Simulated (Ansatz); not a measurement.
## Molecular dynamics of H$_{5}$NO$_{2}$Si

input.yaml

```yaml
crystal:
  periodic: [false, false, false]
  atoms:
    - { symbol: Si, position_ang: [-0.188688, -0.132998, 0.110678] }
    - { symbol: "N", position_ang: [0.164996, -0.155672, 1.800325] }
    - { symbol: H, position_ang: [-0.452087, -0.692733, 2.414158] }
    - { symbol: H, position_ang: [0.495773, 0.692266, 2.268383] }
    - { symbol: O, position_ang: [1.201228, -0.033098, -0.829383] }
    - { symbol: H, position_ang: [1.882175, -0.688232, -0.597653] }
    - { symbol: O, position_ang: [-1.055121, 1.228469, -0.337865] }
    - { symbol: H, position_ang: [-0.837035, 1.551022, -1.230563] }
    - { symbol: H, position_ang: [-0.954542, -1.401523, -0.14098] }
basis:
  gaussian: { orbitals: def2-SVP }
hamiltonian:
  xc: pbe
  dispersion: d4
md:
  timestep: 0.5
  n_steps: 150
  ensemble: nve
  temperature: 200.0
  initial_velocities: maxwell_boltzmann
  seed: 9527
```

Run as:

```bash
$ ansatz run input.yaml --threads 1 --pin off --max-ram 2048MiB --backend cpu --events-out ev --progress --plain --runs-dir out
```

It starts from a relaxed structure.

Output, in part (one step line in 3, the closing report, with atoms numbered from 0):

```
md step     0: t =     0.00 fs  T =   200.0 K  F+E_penalty+E_count = -13529.20095687 eV  E_kin = 0.180964 eV  conserved = -13529.01999287 eV  (25 SCF iters)
md step     3: t =     1.50 fs  T =   179.1 K  F+E_penalty+E_count = -13529.18171186 eV  E_kin = 0.162011 eV  conserved = -13529.01970132 eV  (27 SCF iters)
md step     6: t =     3.00 fs  T =   151.2 K  F+E_penalty+E_count = -13529.15638683 eV  E_kin = 0.136828 eV  conserved = -13529.01955847 eV  (28 SCF iters)
md step     9: t =     4.50 fs  T =   136.7 K  F+E_penalty+E_count = -13529.14342239 eV  E_kin = 0.123674 eV  conserved = -13529.01974879 eV  (28 SCF iters)
md step    12: t =     6.00 fs  T =   115.4 K  F+E_penalty+E_count = -13529.12403476 eV  E_kin = 0.104429 eV  conserved = -13529.01960572 eV  (27 SCF iters)
md step    15: t =     7.50 fs  T =   100.4 K  F+E_penalty+E_count = -13529.11047657 eV  E_kin = 0.090863 eV  conserved = -13529.01961345 eV  (28 SCF iters)
md step    18: t =     9.00 fs  T =    89.2 K  F+E_penalty+E_count = -13529.10049271 eV  E_kin = 0.080698 eV  conserved = -13529.01979478 eV  (26 SCF iters)
md step    21: t =    10.50 fs  T =    64.8 K  F+E_penalty+E_count = -13529.07814335 eV  E_kin = 0.058618 eV  conserved = -13529.01952487 eV  (29 SCF iters)
md step    24: t =    12.00 fs  T =    57.8 K  F+E_penalty+E_count = -13529.07182354 eV  E_kin = 0.052287 eV  conserved = -13529.01953627 eV  (28 SCF iters)
md step    27: t =    13.50 fs  T =    68.6 K  F+E_penalty+E_count = -13529.08180589 eV  E_kin = 0.062061 eV  conserved = -13529.01974471 eV  (28 SCF iters)
md step    30: t =    15.00 fs  T =    71.9 K  F+E_penalty+E_count = -13529.08471291 eV  E_kin = 0.065080 eV  conserved = -13529.01963295 eV  (28 SCF iters)
md step    33: t =    16.50 fs  T =    77.9 K  F+E_penalty+E_count = -13529.09011885 eV  E_kin = 0.070478 eV  conserved = -13529.01964132 eV  (28 SCF iters)
md step    36: t =    18.00 fs  T =    86.0 K  F+E_penalty+E_count = -13529.09755314 eV  E_kin = 0.077823 eV  conserved = -13529.01972967 eV  (28 SCF iters)
md step    39: t =    19.50 fs  T =    89.7 K  F+E_penalty+E_count = -13529.10073230 eV  E_kin = 0.081179 eV  conserved = -13529.01955340 eV  (28 SCF iters)
md step    42: t =    21.00 fs  T =   106.0 K  F+E_penalty+E_count = -13529.11563835 eV  E_kin = 0.095903 eV  conserved = -13529.01973555 eV  (28 SCF iters)
md step    45: t =    22.50 fs  T =   113.8 K  F+E_penalty+E_count = -13529.12277582 eV  E_kin = 0.102924 eV  conserved = -13529.01985157 eV  (29 SCF iters)
md step    48: t =    24.00 fs  T =    97.2 K  F+E_penalty+E_count = -13529.10755951 eV  E_kin = 0.087905 eV  conserved = -13529.01965405 eV  (29 SCF iters)
md step    51: t =    25.50 fs  T =    78.9 K  F+E_penalty+E_count = -13529.09098528 eV  E_kin = 0.071358 eV  conserved = -13529.01962756 eV  (29 SCF iters)
md step    54: t =    27.00 fs  T =    65.5 K  F+E_penalty+E_count = -13529.07891128 eV  E_kin = 0.059283 eV  conserved = -13529.01962829 eV  (29 SCF iters)
md step    57: t =    28.50 fs  T =    60.7 K  F+E_penalty+E_count = -13529.07447478 eV  E_kin = 0.054961 eV  conserved = -13529.01951410 eV  (28 SCF iters)
md step    60: t =    30.00 fs  T =    74.0 K  F+E_penalty+E_count = -13529.08676051 eV  E_kin = 0.067001 eV  conserved = -13529.01975984 eV  (28 SCF iters)
md step    63: t =    31.50 fs  T =    77.4 K  F+E_penalty+E_count = -13529.08978703 eV  E_kin = 0.070016 eV  conserved = -13529.01977120 eV  (28 SCF iters)
md step    66: t =    33.00 fs  T =    68.1 K  F+E_penalty+E_count = -13529.08114701 eV  E_kin = 0.061587 eV  conserved = -13529.01955961 eV  (29 SCF iters)
md step    69: t =    34.50 fs  T =    71.4 K  F+E_penalty+E_count = -13529.08419868 eV  E_kin = 0.064559 eV  conserved = -13529.01963962 eV  (28 SCF iters)
md step    72: t =    36.00 fs  T =    80.1 K  F+E_penalty+E_count = -13529.09211445 eV  E_kin = 0.072438 eV  conserved = -13529.01967610 eV  (28 SCF iters)
md step    75: t =    37.50 fs  T =    91.0 K  F+E_penalty+E_count = -13529.10191599 eV  E_kin = 0.082348 eV  conserved = -13529.01956808 eV  (26 SCF iters)
md step    78: t =    39.00 fs  T =   112.2 K  F+E_penalty+E_count = -13529.12132409 eV  E_kin = 0.101528 eV  conserved = -13529.01979559 eV  (28 SCF iters)
md step    81: t =    40.50 fs  T =   119.7 K  F+E_penalty+E_count = -13529.12800759 eV  E_kin = 0.108316 eV  conserved = -13529.01969115 eV  (28 SCF iters)
md step    84: t =    42.00 fs  T =   124.8 K  F+E_penalty+E_count = -13529.13244114 eV  E_kin = 0.112930 eV  conserved = -13529.01951131 eV  (28 SCF iters)
md step    87: t =    43.50 fs  T =   147.4 K  F+E_penalty+E_count = -13529.15309501 eV  E_kin = 0.133332 eV  conserved = -13529.01976344 eV  (27 SCF iters)
md step    90: t =    45.00 fs  T =   157.2 K  F+E_penalty+E_count = -13529.16206520 eV  E_kin = 0.142255 eV  conserved = -13529.01981047 eV  (27 SCF iters)
md step    93: t =    46.50 fs  T =   148.3 K  F+E_penalty+E_count = -13529.15376012 eV  E_kin = 0.134154 eV  conserved = -13529.01960571 eV  (27 SCF iters)
md step    96: t =    48.00 fs  T =   141.1 K  F+E_penalty+E_count = -13529.14744644 eV  E_kin = 0.127655 eV  conserved = -13529.01979177 eV  (28 SCF iters)
md step    99: t =    49.50 fs  T =   120.8 K  F+E_penalty+E_count = -13529.12888755 eV  E_kin = 0.109286 eV  conserved = -13529.01960152 eV  (28 SCF iters)
md step   102: t =    51.00 fs  T =   109.8 K  F+E_penalty+E_count = -13529.11879593 eV  E_kin = 0.099349 eV  conserved = -13529.01944741 eV  (27 SCF iters)
md step   105: t =    52.50 fs  T =   124.6 K  F+E_penalty+E_count = -13529.13251720 eV  E_kin = 0.112714 eV  conserved = -13529.01980347 eV  (28 SCF iters)
md step   108: t =    54.00 fs  T =   122.9 K  F+E_penalty+E_count = -13529.13096981 eV  E_kin = 0.111183 eV  conserved = -13529.01978655 eV  (28 SCF iters)
md step   111: t =    55.50 fs  T =   105.7 K  F+E_penalty+E_count = -13529.11513745 eV  E_kin = 0.095609 eV  conserved = -13529.01952800 eV  (27 SCF iters)
md step   114: t =    57.00 fs  T =   100.8 K  F+E_penalty+E_count = -13529.11094687 eV  E_kin = 0.091204 eV  conserved = -13529.01974277 eV  (28 SCF iters)
md step   117: t =    58.50 fs  T =    89.7 K  F+E_penalty+E_count = -13529.10075743 eV  E_kin = 0.081172 eV  conserved = -13529.01958516 eV  (28 SCF iters)
md step   120: t =    60.00 fs  T =    89.1 K  F+E_penalty+E_count = -13529.10010363 eV  E_kin = 0.080615 eV  conserved = -13529.01948819 eV  (28 SCF iters)
md step   123: t =    61.50 fs  T =   108.3 K  F+E_penalty+E_count = -13529.11781049 eV  E_kin = 0.097996 eV  conserved = -13529.01981432 eV  (28 SCF iters)
md step   126: t =    63.00 fs  T =   110.1 K  F+E_penalty+E_count = -13529.11929703 eV  E_kin = 0.099580 eV  conserved = -13529.01971673 eV  (28 SCF iters)
md step   129: t =    64.50 fs  T =   105.3 K  F+E_penalty+E_count = -13529.11482924 eV  E_kin = 0.095310 eV  conserved = -13529.01951968 eV  (28 SCF iters)
md step   132: t =    66.00 fs  T =   115.3 K  F+E_penalty+E_count = -13529.12411160 eV  E_kin = 0.104313 eV  conserved = -13529.01979844 eV  (26 SCF iters)
md step   135: t =    67.50 fs  T =   110.1 K  F+E_penalty+E_count = -13529.11935821 eV  E_kin = 0.099629 eV  conserved = -13529.01972926 eV  (28 SCF iters)
md step   138: t =    69.00 fs  T =    94.3 K  F+E_penalty+E_count = -13529.10495363 eV  E_kin = 0.085321 eV  conserved = -13529.01963213 eV  (28 SCF iters)
md step   141: t =    70.50 fs  T =    78.5 K  F+E_penalty+E_count = -13529.09079649 eV  E_kin = 0.071013 eV  conserved = -13529.01978326 eV  (29 SCF iters)
md step   144: t =    72.00 fs  T =    49.2 K  F+E_penalty+E_count = -13529.06411134 eV  E_kin = 0.044530 eV  conserved = -13529.01958154 eV  (28 SCF iters)
md step   147: t =    73.50 fs  T =    32.1 K  F+E_penalty+E_count = -13529.04848206 eV  E_kin = 0.029036 eV  conserved = -13529.01944638 eV  (28 SCF iters)
md step   150: t =    75.00 fs  T =    42.4 K  F+E_penalty+E_count = -13529.05810819 eV  E_kin = 0.038380 eV  conserved = -13529.01972771 eV  (27 SCF iters)
Total energy: -13529.05814067 eV, -497.1837163446 hartree
Atom 0 at    -0.197481    -0.121283     0.096510 Å, force     0.265122    -0.489414     0.838264 eV/Å
Atom 1 at     0.134127    -0.127952     1.803943 Å, force    -0.426391     0.093122    -0.903467 eV/Å
Atom 2 at     0.166753    -1.008237     2.307331 Å, force    -0.045486    -0.064542     0.266501 eV/Å
Atom 3 at     0.418290     0.692402     2.325638 Å, force     0.161710     0.149395     0.265592 eV/Å
Atom 4 at     1.238209    -0.054642    -0.818836 Å, force    -0.583006    -0.182190     0.033139 eV/Å
Atom 5 at     1.713402    -0.881837    -0.605714 Å, force     0.207310     0.174329    -0.185934 eV/Å
Atom 6 at    -1.082797     1.239943    -0.331032 Å, force     0.356866    -0.318174    -0.073716 eV/Å
Atom 7 at    -0.734393     1.583382    -1.174965 Å, force    -0.115419     0.128563    -0.024019 eV/Å
Atom 8 at    -0.903530    -1.476651    -0.070329 Å, force     0.179294     0.508911    -0.216361 eV/Å
Dipole moment:     0.271536    -0.198005     0.137091 e Å
```

The run went to its last step. The conserved energy stayed within 0.064 meV per atom of its start (net change 0.029 meV per atom), so the integration is sound. Over the second half the temperature averaged 0.53 of the 200 K drawn at the start: a run that starts near a minimum puts about half its kinetic energy into the potential. A run of 0.075 ps of so small a system gives no equilibrium averages.

The same pairs are bonded in the first frame and the last. Pairs count as bonded within 1.25 times the sum of covalent radii (0.12 Å more for H–H).

Last frame:

```xyz
9
Properties=species:S:1:pos:R:3
Si -0.198 -0.121 0.097
N 0.134 -0.128 1.804
H 0.167 -1.008 2.307
H 0.418 0.692 2.326
O 1.238 -0.055 -0.819
H 1.713 -0.882 -0.606
O -1.083 1.240 -0.331
H -0.734 1.583 -1.175
H -0.903 -1.477 -0.070
```

The run took 3.7 min on 1 thread of Intel(R) Xeon(R) Platinum 8488C (Sapphire Rapids), on a shared host, peak memory 0.13 GiB.
